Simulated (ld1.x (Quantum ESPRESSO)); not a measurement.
**cobalt: from the effect back to the setting (RRKJ)**

Base potential:

* Element: cobalt (Co)
* Generator: ld1.x (Quantum ESPRESSO) 7.5
* Type: norm-conserving RRKJ (Kleinman–Bylander form)
* Functional: LDA (PZ)
* Relativity: scalar-relativistic
* Frozen core: [Ne]
* Valence charge: 17
* Reference configuration: 3s2 3p6 3d7 4s2 4p0
* Partial waves: 3p (bound): rc 1.10 bohr; 3d (bound): rc 1.65 bohr; 3s (bound): rc 0.95 bohr
* Local potential: the s channel
* Core correction: none
* rho0: 0.01

Occupied shells without a wave of their own: 4s. They enter only through the test configuration that unscreens the potential.

Cutoffs, loose and tight: the cutoffs (Ry, on a coarse ladder) from which the occupation-weighted sum of valence levels, in a spherical-Bessel basis at the reference potential, stays within 10 and 1 mRy of its value at 400 Ry. They do not see the model core or the augmentation charge, which bear on the density cutoff. Test errors are all-electron minus pseudo excitation energies from the reference, over the configurations 3s2 3p6 3d7 4s1 4p0; 3s2 3p6 3d7 4s0 4p0; 3s2 3p6 3d6 4s0 4p0; 3s2 3p6 3d5 4s0 4p0; 3s2 3p6 3d8 4s1 4p0; 3s2 3p6 3d6 4s2 4p1; 3s2 3p6 3d7.5 4s1.5 4p0 (two spin-polarised tests are not counted in the largest error); variants that change the core or the reference have their own tests.

Only the scale of all radii (base = 1) is moved (2 further runs of the sweep failed or gave no value and are left out):

| scale of all radii (base = 1) | cutoff, loose | cutoff, tight | bound ghosts | largest test error (meV) |
| --- | --- | --- | --- | --- |
| 0.95 | 180 Ry | 300 Ry | none | -694 |
| 1.08 | 140 Ry | 180 Ry | none | -1526 |
| 1.17 | 110 Ry | 160 Ry | none | -2365 |
| 1.39 | 60 Ry | 100 Ry | none | -5507 |

Q: One more run gave cutoff, loose: 70 Ry; cutoff, tight: 120 Ry; bound ghosts: none; largest test error (meV): -3968. Which value of the scale of all radii (base = 1) was used?

A: 1.3. The tight cutoff moves one way along this sweep, from 300 Ry at 0.95 to 100 Ry at 1.39, which places the run between 1.17 and 1.39.
